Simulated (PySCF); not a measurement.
Caution: the highest occupied level lies above zero, so the state may not be bound.

B3LYP has the VWN-RPA correlation part, as in Gaussian. Delta-SCF ions had no search for a lower state. 

Cartesian coordinates (Å):
SMILES: O[Si](C)([CH2-])C
```xyz
14

C     -1.4458    -0.0844    -1.2189
Si    -0.2675    -0.0734     0.0906
C      0.5252     1.6261     0.4275
C      1.1624    -1.3123    -0.1337
O     -0.8579    -0.4941     1.6562
H     -2.0521     0.7813    -1.4744
H     -1.6491    -0.9685    -1.8181
H     -0.2516     2.3960     0.4755
H      1.2217     1.9043    -0.3680
H      1.0627     1.6370     1.3815
H      0.7647    -2.2931    -0.4137
H      1.7333    -1.4377     0.7924
H      1.8466    -0.9916    -0.9238
H     -1.7925    -0.6897     1.5269
```
Charge -1, spin multiplicity 1.

Problem. Predict the vertical detachment energy (Delta-SCF), HOMO and total energy from PySCF with B3LYP-D3(BJ)/def2-TZVPD.

Solution. 
The vertical detachment energy (Delta-SCF) is 1.42 eV, the HOMO comes out as 0.55 eV and the total energy comes out as -484.6527 Ha.
